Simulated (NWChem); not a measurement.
All runs are NWChem calculations. System: H₆BP, charge 0, spin multiplicity 1, at a geometry optimised with B3LYP/def2-SVP. The structure started from a generated list of species. Level: PBE/def2-TZVP.

NWChem printed:

```
             Northwest Computational Chemistry Package (NWChem) 7.3.0
             --------------------------------------------------------

                                NWChem Input Module
                                -------------------

 Scaling coordinates for geometry "geometry" by  1.889725989
 (inverse scale =  0.529177249)

 Turning off AUTOSYM since
 SYMMETRY directive was detected!

                             Geometry "geometry" -> ""
                             -------------------------

 Output coordinates in angstroms (scale by  1.889725989 to convert to a.u.)

  No.       Tag          Charge          X              Y              Z
 ---- ---------------- ---------- -------------- -------------- --------------
    1 B                    5.0000    -0.85979200     1.09668700     0.00000000
    2 H                    1.0000    -0.56933100     1.68660800     1.02623700
    3 H                    1.0000    -0.56933100     1.68660800    -1.02623700
    4 H                    1.0000    -1.96834700     0.59009300     0.00000000
    5 P                   15.0000     0.34259400    -0.43701100     0.00000000
    6 H                    1.0000     1.73907700    -0.19274800     0.00000000
    7 H                    1.0000     0.26399300    -1.34941300    -1.08221800
    8 H                    1.0000     0.26399300    -1.34941300     1.08221800

 Effective nuclear repulsion energy (a.u.)      58.7615969117

            Nuclear Dipole moment (a.u.)
            ----------------------------
        X                 Y               Z
 ---------------- ---------------- ----------------
     0.0000075589     0.0000094486     0.0000000000

      Symmetry information
      --------------------

 Group name             Cs
 Group number              2
 Group order               2
 No. of unique centers     6

      Symmetry unique atoms

     1    2    4    5    6    7


 Summary of "ao basis" -> "" (spherical)
 ------------------------------------------------------------------------------
       Tag                 Description            Shells   Functions and Types
 ---------------- ------------------------------  ------  ---------------------
 *                         def2-tzvp                  on all atoms

  pbe96 is a nonlocal functional; adding pw91lda local functional.

                                 NWChem DFT Module
                                 -----------------

 Summary of "ao basis" -> "ao basis" (spherical)
[...]
 Vector   12  Occ=2.000000D+00  E=-2.674371D-01  Symmetry=a"
              MO Center= -6.1D-01,  1.3D+00, -1.3D-09, r^2= 2.1D+00
   Bfn.  Coefficient  Atom+Function         Bfn.  Coefficient  Atom+Function
  ----- ------------  ---------------      ----- ------------  ---------------
     8      0.290594  1 B  pz                33      0.214191  2 H  s
    39     -0.214191  3 H  s                 11      0.188334  1 B  pz
    34      0.141437  2 H  s                 40     -0.141437  3 H  s
    32      0.140665  2 H  s                 38     -0.140665  3 H  s
    95      0.079959  7 H  s                101     -0.079959  8 H  s

 Vector   13  Occ=2.000000D+00  E=-2.674367D-01  Symmetry=a'
              MO Center= -1.1D+00,  8.9D-01,  1.3D-09, r^2= 2.1D+00
   Bfn.  Coefficient  Atom+Function         Bfn.  Coefficient  Atom+Function
  ----- ------------  ---------------      ----- ------------  ---------------
    45     -0.247301  4 H  s                  6      0.228674  1 B  px
     7      0.179320  1 B  py                46     -0.163286  4 H  s
    44     -0.162410  4 H  s                  9      0.148205  1 B  px
    33      0.123689  2 H  s                 39      0.123689  3 H  s
    10      0.116220  1 B  py                89     -0.092303  6 H  s

 Vector   14  Occ=0.000000D+00  E=-2.078896D-02  Symmetry=a'
              MO Center=  3.8D-01, -4.4D-01, -2.7D-15, r^2= 3.6D+00
   Bfn.  Coefficient  Atom+Function         Bfn.  Coefficient  Atom+Function
  ----- ------------  ---------------      ----- ------------  ---------------
    89      1.129080  6 H  s                 67     -0.907663  5 P  px
    68     -0.711500  5 P  py                95     -0.564088  7 H  s
   101     -0.564088  8 H  s                 64     -0.272993  5 P  px
    65     -0.214001  5 P  py                88      0.201424  6 H  s
    12      0.175466  1 B  px                13      0.137361  1 B  py

 Vector   15  Occ=0.000000D+00  E=-2.078764D-02  Symmetry=a"
              MO Center=  3.4D-01, -4.8D-01, -9.4D-16, r^2= 3.6D+00
   Bfn.  Coefficient  Atom+Function         Bfn.  Coefficient  Atom+Function
  ----- ------------  ---------------      ----- ------------  ---------------
    69      1.153250  5 P  pz                95      0.977537  7 H  s
   101     -0.977537  8 H  s                 66      0.346893  5 P  pz
    14     -0.222838  1 B  pz                94      0.174396  7 H  s
   100     -0.174396  8 H  s                 63      0.168827  5 P  pz
    76      0.133936  5 P  d -1              57     -0.127372  5 P  pz

 Vector   16  Occ=0.000000D+00  E=-1.616674D-02  Symmetry=a'
              MO Center=  5.8D-01, -7.4D-01, -2.1D-15, r^2= 5.4D+00
   Bfn.  Coefficient  Atom+Function         Bfn.  Coefficient  Atom+Function
  ----- ------------  ---------------      ----- ------------  ---------------
    54      2.337508  5 P  s                  5     -0.928603  1 B  s
    89     -0.740471  6 H  s                 95     -0.741188  7 H  s
   101     -0.741188  8 H  s                 13      0.370216  1 B  py
    10      0.326407  1 B  py                12     -0.290117  1 B  px
    53      0.267035  5 P  s                  9     -0.255854  1 B  px

 center of mass
 --------------
 x =   0.01177150 y =  -0.01502909 z =   0.00000000

 moments of inertia (a.u.)
 ------------------
         119.378808261273          68.485270346768           0.000000000000
          68.485270346768          85.713424520636           0.000000000000
           0.000000000000           0.000000000000         173.070302224922

     Multipole analysis of the density
     ---------------------------------

     L   x y z        total         alpha         beta         nuclear
     -   - - -        -----         -----         ----         -------
     0   0 0 0     -0.000000    -13.000000    -13.000000     26.000000

     1   1 0 0      0.945621      0.472807      0.472807      0.000008
     1   0 1 0     -1.206164     -0.603087     -0.603087      0.000009
     1   0 0 1     -0.000000     -0.000000     -0.000000      0.000000

     2   2 0 0    -18.433382    -32.684315    -32.684315     46.935248
     2   1 1 0      1.291909     20.447565     20.447565    -39.603220
     2   1 0 1      0.000000      0.000000      0.000000      0.000000
     2   0 2 0    -19.068382    -42.735762    -42.735762     66.403143
     2   0 1 1      0.000000      0.000000      0.000000      0.000000
     2   0 0 2    -17.420652    -16.653652    -16.653652     15.886652

 Task  times  cpu:        6.2s     wall:        6.2s

 Total times  cpu:        6.2s     wall:        6.2s
```

Write an NWChem input that would produce this output.

This is not unique; one that fits is 
```
start mol
memory heap 200 mb stack 900 mb global 1100 mb
geometry units angstroms nocenter noautoz
  B     -0.859792     1.096687     0.000000
  H     -0.569331     1.686608     1.026237
  H     -0.569331     1.686608    -1.026237
  H     -1.968347     0.590093     0.000000
  P      0.342594    -0.437011     0.000000
  H      1.739077    -0.192748     0.000000
  H      0.263993    -1.349413    -1.082218
  H      0.263993    -1.349413     1.082218
  symmetry group Cs
end
basis spherical
  * library def2-tzvp
end
dft
  xc xpbe96 cpbe96
  semidirect memsize 60000000 filesize 0
  iterations 100
end
task dft energy
```
